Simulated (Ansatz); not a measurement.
Relaxation of C₂H₄B₂ (8 atoms, charge 0, multiplicity 1), to a largest force component of 0.02 eV/Å in at most 50 steps.

All numbers below come from RKS B3LYP-D4/def2-SVP in Ansatz.

```xyz
8
Properties=species:S:1:pos:R:3:forces:R:3
C -0.238 1.040 -0.382 0.86 0.47 -0.06
C 0.493 -0.142 0.115 -4.88 -3.43 0.49
B 1.550 -0.951 0.531 6.09 -1.51 1.34
B 0.206 -1.633 0.576 -3.20 3.26 -1.53
H -0.778 0.796 -1.299 -0.15 -0.09 -0.25
H -0.972 1.369 0.357 -0.21 0.07 0.22
H 0.436 1.873 -0.591 0.09 0.46 -0.14
H 2.510 -1.534 0.858 1.39 0.76 -0.07
```

Problem. Where does it end, and by what steps?

Solution. The forces met the threshold. The force dipped under the threshold on the way, but the program's further checks kept it going. After 10 steps the energy has fallen by 2.410 eV; H8 moved furthest, 0.78 Å.

```csv
step,energy less start (eV),largest force component (eV/Å),accepted
0,0.0000,6.094,yes
1,-1.3128,3.941,yes
2,-1.8387,4.806,yes
3,-2.1723,1.625,yes
4,-2.3578,0.791,yes
5,-2.4071,0.197,yes
6,-2.3971,0.458,no
7,-2.4097,0.019,yes
8,-2.4102,0.024,yes
9,-2.4102,0.082,no
10,-2.4102,0.004,yes
```

```xyz
8
Properties=species:S:1:pos:R:3
C -0.178 0.951 -0.343
C 0.066 -0.417 0.152
B 1.452 -1.155 0.585
B 0.039 -1.721 0.588
H -0.655 0.925 -1.337
H -0.857 1.493 0.336
H 0.753 1.535 -0.429
H 2.589 -0.792 0.613
```

Whether the end is a true minimum wasn't checked by a vibrational analysis.

Time of the run: 80 s on 1 thread of AMD EPYC (Zen 3), on a shared host, peak memory 0.14 GiB.
